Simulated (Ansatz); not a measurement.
Cost and result up the ladder for the cluster AgBr₂ (3 atoms). The state is a doublet with charge 0. Geometry: B3LYP-D4/def2-TZVP.

```xyz
3

Ag   -0.0001   -0.0008    0.0002
Br   -0.8409   -0.5697   -2.2035
Br    0.8410    0.5705    2.2032
```

Ansatz on 4 threads of Arm Neoverse V1 on a shared host. Times are rough, and most runs start from the orbitals of an earlier one. ωB97X-V/def2-TZVP serves as the yardstick here, not as an exact answer. Differences are given only for rows in sets of like size (and for xTB, whose basis is part of the method), since another set adds its own error. Binding counts from free atoms at the same level (Ag doublet, Br doublet; other spins of the atoms weren't run), without zero-point energy or a counterpoise term.

In the def2 sets Ag takes a core potential; there is no spin–orbit coupling. LC-ωPBE has ω = 0.4 bohr⁻¹. Correlated methods freeze 18 core orbitals; core or outer-core shells of Ag, Br are correlated, in sets that lack core-valence functions. The rows differ in basis, and correlated rows in double-zeta sets carry the largest basis error. In CCSD on the charge 0 doublet the largest single amplitude is 0.46, so its Hartree–Fock determinant may place the open shell otherwise than the density functionals do. The structure comes from a short search, and lower isomers may exist.

Run but left out: LDA (SPW92)/def2-TZVP, PBE-D4/def2-SVP, PBE-D4/def2-TZVP, PBE-D4/def2-TZVPD (an occupied level 0.01 to 0.12 eV above an empty one); MP2/def2-TZVP (a determinant that CCSD turns far, T1 0.051).

Correlated methods converge slowly with the basis, most of all in double-zeta sets.

```tsv
level	functions	wall time
PBE0-D4/def2-SVP	95	13 s
LC-ωPBE/def2-TZVP	136	22 s
CAM-B3LYP-D4/def2-TZVP	136	27 s
PBE0-D4/def2-TZVPD	154	27 s
r2SCAN-D4/def2-TZVP	136	28 s
PBE0-D4/def2-TZVP (with forces)	136	32 s
r2SCAN-D4/def2-TZVPD	154	35 s
r2SCANh-D4/def2-TZVP	136	36 s
CCSD(T)/def2-SVP	95	39 s
ωB97X-V/def2-TZVP	136	84 s
```

Problem. Estimate what each level gives for the binding energy per atom (eV).

Solution. 
| level | binding energy per atom (eV) | difference from ωB97X-V/def2-TZVP (eV) | remarks |
| --- | --- | --- | --- |
| PBE0-D4/def2-SVP | 1.46 | – | – |
| LC-ωPBE/def2-TZVP | 1.23 | -0.09 | – |
| CAM-B3LYP-D4/def2-TZVP | 1.32 | 0.00 | – |
| PBE0-D4/def2-TZVPD | 1.44 | 0.12 | – |
| r2SCAN-D4/def2-TZVP | 1.60 | 0.28 | – |
| PBE0-D4/def2-TZVP (with forces) | 1.44 | 0.11 | – |
| r2SCAN-D4/def2-TZVPD | 1.61 | 0.28 | – |
| r2SCANh-D4/def2-TZVP | 1.53 | 0.20 | – |
| CCSD(T)/def2-SVP | 1.22 | – | large T1 (0.051) |
| ωB97X-V/def2-TZVP | 1.32 | 0.00 | – |
